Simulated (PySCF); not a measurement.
CH₆ClFSi₂, SMILES F[Si@H](Cl)C[SiH3]. Heavy atoms are numbered as in [F:1][Si@H:2]([Cl:3])[CH2:4][SiH3:5]. Hydrogens are named by the atom that carries them.

The structure is a stationary point at PBE0-D3(BJ)/def2-SVP. The structure was generated by enumeration; whether it is a known compound was not checked. The values are those of a single conformer.

All values below come from PySCF with ωB97X/def2-TZVP.

Atomic charges (e), one atom of each kind:

| atom | Löwdin | Mulliken |
|---|---|---|
| F1 | 0.00 | -0.31 |
| Si2 (SiH) | -0.14 | 0.64 |
| Cl3 | 0.24 | -0.23 |
| C4 (CH2) | -0.52 | -0.50 |
| Si5 (SiH3) | 0.25 | 0.22 |
| H on Si2 | -0.04 | -0.03 |
| H on C4 | 0.16 | 0.15 |
| H on Si5 | -0.04 | -0.04 |

Task: Give the Mayer and Wiberg (Löwdin basis) orders of the bonds. (An estimate is asked for; the answer gives what the named calculation found.)

Result: 
```tsv
bond	Mayer	Wiberg
F1–Si2	1.10	1.69
Si2–Cl3	1.16	1.80
Si2–C4	1.02	1.21
C4–Si5	0.93	1.18
```
